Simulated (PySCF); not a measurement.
## Ionisation energy along the 13-electron series

Calculated with PySCF 2.14 and a two-component X2C-1e Hamiltonian (Gaussian nucleus, no Breit or QED terms), each ion in its own even-tempered basis scaled to its charge; GMP2 freezes 1s2 and drops the highest virtual spinors. Values in eV. NIST values: (m) measured, (s) semi-empirical, (t) theoretical.

```csv
ion,configuration,GHF (spin-free),GMP2 (spin-free),GHF (screened spin-orbit),GMP2 (screened spin-orbit),NIST
Xe⁴¹⁺,[Ne] 3s2 3p1,3012.3,3012.7,3070.7,3070.9,3068 ± 4 (t)
Ba⁴³⁺,[Ne] 3s2 3p1,3296.3,3296.8,3365.6,3365.9,3363 ± 4 (t)
```

Q: Fill in the row of Cs⁴²⁺.

A: configuration: [Ne] 3s2 3p1; GHF (spin-free): 3152.6; GMP2 (spin-free): 3153.1; GHF (screened spin-orbit): 3216.3; GMP2 (screened spin-orbit): 3216.6; NIST: 3214 ± 4 (t).
